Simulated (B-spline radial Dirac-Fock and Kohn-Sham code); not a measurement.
## Dipole and non-dipole photoemission parameters of Bi 4p3/2

System: neutral bismuth, [Xe] 4f14 5d10 6s2 6p3; threshold 678.8 eV (tabulated edge). Level of theory: Dirac-Hartree-Slater photoionisation with a Latter tail; cross sections with all multipoles, angular parameters from the dipole term and its interference with E2; a radial atomic solver.

Input file task.json (cfg lists n, l and occupation; rrms is the nuclear radius in fm):

```json
{"items": [{
  "Z": 83,
  "q": 0,
  "cfg": [[1, 0, 2], [2, 0, 2], [2, 1, 6], [3, 0, 2], [3, 1, 6], [3, 2, 10], [4, 0, 2], [4, 1, 6], [4, 2, 10], [4, 3, 14], [5, 0, 2], [5, 1, 6], [5, 2, 10], [6, 0, 2], [6, 1, 3]],
  "A": 209,
  "rrms": 5.5211,
  "do": "xps",
  "hv": [52.2, 59.7, 60.0, 73.6, 91.1, 101.0, 108.0, 139.0, 150, 242.0, 320.0, 391.0, 402.0, 505.0, 653.0, 800, 1253.6, 2984.4, 4000, 4700.0, 4910.0, 5414.7, 5660.0, 5880.0, 6000, 8160.0, 8640.0, 9251.7, 11700.0, 13700.0],
  "edges": {"K": 90526.0, "L1": 16388.0, "L2": 15711.0, "L3": 13419.0, "M1": 3999.0, "M2": 3696.0, "M3": 3177.0, "M4": 2688.0, "M5": 2580.0, "N1": 939.0, "N2": 805.2, "N3": 678.8, "N4": 464.0, "N5": 440.1, "N6": 162.3, "N7": 157.0, "O1": 159.3, "O2": 119.0, "O3": 92.6}
}]}
```

Run with: `python xray2_run.py task.json out`

For linearly polarised light dσ/dΩ = σ/(4π) [1 + β P₂(cos θ) + (δ + γ cos²θ) sin θ cos φ], with θ from the polarisation vector and φ the angle between the beam and the projection of the electron momentum on the plane normal to the polarisation.

| hν (eV) | σ (kb) | β | γ | δ |
| --- | --- | --- | --- | --- |
| 800 | 181 | 0.036 | -0.170 | 0.138 |
| 1253.6 | 112 | 1.071 | 0.362 | 0.046 |
| 2984.4 | 30.0 | 1.633 | 0.028 | 0.001 |
| 4000 | 17.5 | 1.702 | -0.050 | 0.004 |
| 4700 | 12.8 | 1.727 | -0.044 | 0.007 |
| 4910 | 11.8 | 1.732 | -0.036 | 0.008 |
| 5414.7 | 9.64 | 1.742 | -0.006 | 0.010 |
| 5660 | 8.80 | 1.746 | 0.013 | 0.011 |
| 5880 | 8.12 | 1.748 | 0.031 | 0.012 |
| 6000 | ? | ? | ? | ? |
| 8160 | 4.01 | 1.753 | 0.282 | 0.019 |
| 8640 | 3.52 | 1.751 | 0.343 | 0.020 |
| 9251.7 | 3.02 | 1.748 | 0.422 | 0.022 |
| 11700 | 1.74 | 1.729 | 0.741 | 0.028 |
| 13700 | 1.19 | 1.709 | 0.992 | 0.034 |

Task: Give the values at 6000 eV.

Result: σ = 7.79 kb, β = 1.749, γ = 0.042, δ = 0.013.

Values without a named source are computed, but for edge energies of neutral atoms, which are taken from tables.
